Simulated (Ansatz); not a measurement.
Input:

```yaml
crystal:
  periodic: [false, false, false]
  atoms:
    - { symbol: Sn, position_ang: [0.120629, 0.59864, -0.337319] }
    - { symbol: O, position_ang: [0.452823, -0.0885, 2.722106] }
    - { symbol: H, position_ang: [-0.339179, -0.642633, 2.56904] }
    - { symbol: O, position_ang: [1.934624, -0.124088, -0.704778] }
    - { symbol: H, position_ang: [1.871076, -0.870817, -1.333547] }
    - { symbol: Cl, position_ang: [-0.696222, 1.584246, -2.327546] }
    - { symbol: Cl, position_ang: [-1.416677, -1.155594, 0.12815] }
    - { symbol: H, position_ang: [0.142503, 1.770035, 0.940368] }
    - { symbol: H, position_ang: [0.109824, 0.825711, 2.553527] }
basis:
  gaussian: { orbitals: def2-SVP }
hamiltonian:
  xc: pbe
relax:
  f_tol: 0.03
  max_steps: 50
```

Command:

```bash
$ ansatz run input.yaml --threads 4 --pin off --max-ram 5120MiB --backend cpu --events-out ev --progress --plain --runs-dir out
```

Hardware: 4 threads of Arm Neoverse V2, with other jobs on the host.

Roughly how long does this run take, and how much memory?

15 s, with a peak of 0.17 GiB, for 14 ionic steps.
